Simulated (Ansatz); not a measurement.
Reaction (redistribution): `[F][GeH]([F])[Cl]` + `[NH2][Ga]([NH2])[F]` → `[NH2][GeH]([F])[Cl]` + `[NH2][Ga]([F])[F]`

Gas-phase electronic energies from Ansatz, PBE0-D4/def2-TZVP geometries. CCSD(T)/CBS is the MP2 limit (def2-TZVPP, def2-QZVPP) plus CCSD(T) − MP2 in def2-TZVPP, frozen cores. Functionals use def2-TZVPP. For Ga, Ge outer-core shells are correlated without core-valence functions, which leaves a few kJ/mol of doubt a bond. Scalar relativity is left out up to krypton. One conformer a species, not always the lowest.

| level | ΔE (kcal/mol) |
| --- | --- |
| PBE0 | -0.9 |
| r2SCANh | -0.6 |
| RPA@PBE/def2-TZVPP | -0.8 |
| MP2/CBS(def2) | -0.3 |

(1) What does CCSD(T)/CBS give? (Best estimate.)

Largest T1 diagnostic among the species: 0.014.

Results:

(1) The calculation gave: -0.1 kcal/mol. The listed levels differ from it by -0.8, -0.5, -0.7, -0.2 kcal/mol.

At CCSD(T), def2-SVP lies −2.5 kcal/mol from the extrapolated value and def2-TZVPP −1.0 kcal/mol. Leaving LDA and LC-ωPBE aside and taking each functional with its dispersion term where it has one, the values, not all of them listed here, spread over 0.7 kcal/mol, from PBE-QIDH to CAM-B3LYP-D4.
